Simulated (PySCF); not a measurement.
**Correlation energy of Cu (copper, neutral)**

[Ar] 3d10 4p1, 2P determinant (an excited configuration). All numbers are calculated (PySCF 2.14, scalar relativity by spin-free X2C-1e, in aug-cc-pwCVTZ-DK with one added diffuse shell each of s, p, d, f, g type (11s10p8d5f4g, 152 functions)). Frozen: [Ne]; 19 electrons correlated.

MP2 pair energies summed by pair of shells (mhartree):

```json
{"pair": "3d-3d", "energy": "-515.78", "share (%)": "51.2"}
{"pair": "3p-3d", "energy": "-296.61", "share (%)": "29.5"}
{"pair": "3s-3d", "energy": "-70.53", "share (%)": "7.0"}
{"pair": "3p-3p", "energy": "-70.00", "share (%)": "7.0"}
{"pair": "3s-3p", "energy": "-36.82", "share (%)": "3.7"}
{"pair": "3d-4p", "energy": "-11.14", "share (%)": "1.1"}
{"pair": "3s-3s", "energy": "-5.42", "share (%)": "0.5"}
{"pair": "3p-4p", "energy": "-0.68", "share (%)": "0.1"}
{"pair": "3s-4p", "energy": "-0.11", "share (%)": "0.0"}
```

Total MP2 correlation energy: -1007.1 mhartree.

Same-spin part -334.25 and opposite-spin part -672.84 mhartree; SCS-MP2 scales them by 1/3 and 6/5 to -918.82 mhartree.
